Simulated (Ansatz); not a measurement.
Consider the formal exchange of groups at a Ta–F bond: `[NH]=[Ta]([OH])([OH])[F]` + CH₄ → `[CH3][Ta](=[NH])([OH])[OH]` + H–F.

Isolated molecules relaxed with PBE0-D4/def2-TZVP in Ansatz; ΔE leaves out vibrations. CCSD(T)/CBS is the MP2 limit (def2-TZVPP, def2-QZVPP) plus CCSD(T) − MP2 in def2-TZVPP, frozen cores. This one scheme is used for every species. DFT in def2-TZVPP. HSE06 is defined as in plane-wave codes. Elements past krypton have def2 core potentials. For Ta outer-core shells are correlated without core-valence functions, which leaves a few kJ/mol of doubt a bond. Each species was taken in one conformer, which may not be the lowest.

Question: Is it downhill or uphill in electronic energy at CCSD(T)/CBS, and by how much? (An estimate is asked.)

Answer: The calculation gave: Uphill: ΔE = +42.6 kcal/mol.

Question: What do these levels give: HSE06-D4, PBE-QIDH, PBE0, HSE06, HF/def2-SVP, MP2/def2-TZVPP? (Best estimate.)

Answer: Computed: HSE06-D4 44.3, PBE-QIDH 44.3, PBE0 45.3, HSE06 45.2, HF/def2-SVP 51.1, MP2/def2-TZVPP 42.7 kcal/mol.

Largest T1 diagnostic among the species: 0.019.

From BLYP to BHLYP (50 % exact exchange), in def2-TZVPP and without D4, ΔE moves by −0.9 kcal/mol. The D4 term adds −1.5 kcal/mol with B3LYP and −0.9 kcal/mol with PBE0; it sums over pairs of atoms, weighted by their polarisabilities, and B3LYP, whose exchange is more repulsive, gets the larger term.

B3LYP here is the variant with VWN-RPA as its local correlation; programs differ in this.
